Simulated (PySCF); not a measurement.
**Spin-rotation constants: `C1C[Si@@H](C=C)[C@@H]1C`, C6H12Si**

Geometry:
```json
{"atom": "C1", "x (Å)": "3.283", "y (Å)": "-0.185", "z (Å)": "-0.759"}
{"atom": "C2", "x (Å)": "2.262", "y (Å)": "0.213", "z (Å)": "-0.016"}
{"atom": "Si3", "x (Å)": "0.471", "y (Å)": "0.210", "z (Å)": "-0.584"}
{"atom": "C4", "x (Å)": "-0.589", "y (Å)": "1.698", "z (Å)": "-0.016"}
{"atom": "C5", "x (Å)": "-1.502", "y (Å)": "0.781", "z (Å)": "0.823"}
{"atom": "C6", "x (Å)": "-0.827", "y (Å)": "-0.590", "z (Å)": "0.591"}
{"atom": "C7", "x (Å)": "-1.752", "y (Å)": "-1.637", "z (Å)": "-0.010"}
{"atom": "H8", "x (Å)": "4.303", "y (Å)": "-0.162", "z (Å)": "-0.409"}
{"atom": "H9", "x (Å)": "3.139", "y (Å)": "-0.554", "z (Å)": "-1.762"}
{"atom": "H10", "x (Å)": "2.468", "y (Å)": "0.575", "z (Å)": "0.985"}
{"atom": "H11", "x (Å)": "0.361", "y (Å)": "-0.174", "z (Å)": "-1.996"}
{"atom": "H12", "x (Å)": "-1.127", "y (Å)": "2.230", "z (Å)": "-0.797"}
{"atom": "H13", "x (Å)": "-0.075", "y (Å)": "2.446", "z (Å)": "0.584"}
{"atom": "H14", "x (Å)": "-2.527", "y (Å)": "0.783", "z (Å)": "0.453"}
{"atom": "H15", "x (Å)": "-1.527", "y (Å)": "1.064", "z (Å)": "1.875"}
{"atom": "H16", "x (Å)": "-0.414", "y (Å)": "-0.987", "z (Å)": "1.520"}
{"atom": "H17", "x (Å)": "-2.197", "y (Å)": "-1.268", "z (Å)": "-0.932"}
{"atom": "H18", "x (Å)": "-1.204", "y (Å)": "-2.549", "z (Å)": "-0.238"}
{"atom": "H19", "x (Å)": "-2.557", "y (Å)": "-1.886", "z (Å)": "0.681"}
```

Computed, not measured: GIAO HF/pcSseg-1 magnetisability, rotational g tensor and spin-rotation constants, non-relativistic, gas phase in PySCF. Geometry: GFN2-xTB.

Task: Give the nuclear spin-rotation constants along the inertial axes (H = +C I·J) beside the isotropic shieldings.

Result: Rotational constants 3.7368, 1.3599, 1.1274 GHz. A star marks the isotopologue with that one atom substituted, in its own axes.
```
atom  isotope  Caa (kHz)  Cbb (kHz)  Ccc (kHz)  mean (kHz)  σ (ppm)
  H8       1H      0.136     -0.149     -0.050      -0.021     25.9
  H9       1H     -0.369     -0.099      0.058      -0.137     26.0
 H10       1H     -0.375     -0.107      0.074      -0.136     25.7
 H11       1H     -0.344     -0.106      0.034      -0.139     27.7
 H12       1H     -0.382     -0.115     -0.013      -0.170     30.9
 H13       1H     -0.363     -0.036     -0.088      -0.162     31.0
 H14       1H     -0.005     -0.157     -0.086      -0.083     30.7
 H15       1H     -0.366     -0.125      0.014      -0.159     29.9
 H16       1H     -0.394     -0.154      0.028      -0.173     30.7
 H17       1H     -0.390     -0.141      0.009      -0.174     31.0
 H18       1H     -0.293     -0.010     -0.130      -0.144     31.1
 H19       1H     -0.016     -0.145     -0.096      -0.086     30.8
  C1     13C*      1.290      0.248      0.482       0.673     50.0
  C2     13C*      1.298      0.243      0.491       0.677     50.9
 Si3    29Si*     -2.228     -0.805     -0.636      -1.223    391.0
  C4     13C*      0.360      0.174      0.142       0.225    185.2
  C5     13C*      0.573      0.156      0.176       0.302    168.5
  C6     13C*      0.481      0.175      0.179       0.278    171.0
  C7     13C*      0.505      0.163      0.165       0.278    173.0
```
For the geometry as given, no vibrational averaging.

Task: How do the rotational constants and the g tensor change when H8, H9, H10, H11, H12, H13, H14, H15, H16, H17, H18, H19 are replaced by deuterium?

Result: Constants 2.8686, 1.1311, 0.9427 GHz; g -0.0233, -0.0031, -0.0107, against -0.0304, -0.0034, -0.0131 before.
